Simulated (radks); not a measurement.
The table gives one normalised radial function P(r) = r R(r) (large component) of Rb2+ in [Ar] 3d10 4s1.5 4p5 5s0.5 (r in bohr). Method: Dirac Kohn-Sham, PBE, spin-unpolarised, spherical densities, point nucleus; open shells fill j = l - 1/2 first; computed with a radial shooting solver on a logarithmic mesh with Libxc functionals.

r	P
0.001811	0.0007
0.002415	0.0011
0.003221	0.0020
0.004262	0.0034
0.005684	0.0059
0.007581	0.0100
0.01011	0.0170
0.01349	0.0282
0.01799	0.0459
0.0238	0.0717
0.03174	0.1093
0.04234	0.1582
0.05647	0.2132
0.07531	0.2591
0.1005	0.2675
0.1329	0.2052
0.1773	0.0460
0.2364	-0.1845
0.3153	-0.3871
0.4206	-0.4178
0.561	-0.1877
0.7482	0.2419
0.99	0.6604
1.32	0.8783
1.761	0.7853
2.349	0.4926
3.133	0.2123
4.178	0.0582
5.529	0.0095
7.374	0.0007
9.835	0.0000

Which n and l does it have? It may be an empty orbital.

Answer. n = 4, l = 1: the number of nodes gives n - l - 1 = 2, the rise at small r points to l (this Dirac orbital starts as r^gamma with gamma = sqrt((l + 1)^2 - (Z/c)^2) = 1.98; the j = 3/2 orbital of l + 1 starts with the same power, but with a smaller coefficient, and then steepens), and the extent must fit the shell. The curve is that of 4p3/2; the two j differ most near the nucleus, where j = l - 1/2 has the larger amplitude, and in heavy atoms j = l - 1/2 is also the more compact. 4p3/2: eigenvalue -36.155 eV, 2 radial nodes at r = 0.189, 0.643 bohr, <r> = 1.62 bohr, 90 % of the charge inside 2.41 bohr.
